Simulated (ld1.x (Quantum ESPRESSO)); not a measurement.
Ranking TM potentials for Cd

All share these settings but for the change named:

* Element: Cd
* Generator: ld1.x (Quantum ESPRESSO) 7.5
* Type: norm-conserving Troullier–Martins (Kleinman–Bylander form)
* Functional: PBEsol
* Relativity: scalar-relativistic
* Frozen core: [Kr]
* Valence charge: 12
* Reference configuration: 4d10 5s2 5p0
* Partial waves: 5p (bound, empty): rc 2.50 bohr; 4d (bound): rc 1.80 bohr; 5s (bound): rc 2.45 bohr
* Local potential: the s channel
* Core correction: a·sin(br)/r model core inside 1.75 bohr

Cutoff: the first of the cutoffs (Ry, on a coarse ladder) from which the occupation-weighted sum of valence levels, in a spherical-Bessel basis at the reference potential, stays within 10 and 1 mRy of its value at 400 Ry; the density cutoff is not measured.

The base gives 70 Ry.

Of 9 variants that were run, those that failed, showed a ghost or another fault, or gave nearly equal values are left out.

A variant can come out equal or close to the base.

(1) Rank these variants from softest to hardest (loose cutoff).
A. wave 4d (bound): rc 1.80 bohr becomes 4d (bound): rc 1.92 bohr
B. wave 4d (bound): rc 1.80 bohr becomes 4d (bound): rc 2.70 bohr
C. wave 4d (bound): rc 1.80 bohr becomes 4d (bound): rc 1.38 bohr
D. wave 4d (bound): rc 1.80 bohr becomes 4d (bound): rc 1.58 bohr
E. wave 4d (bound): rc 1.80 bohr becomes 4d (bound): rc 2.30 bohr

## Answers

(1) B (40 Ry), E (50 Ry), A (60 Ry), D (70 Ry), C (80 Ry).
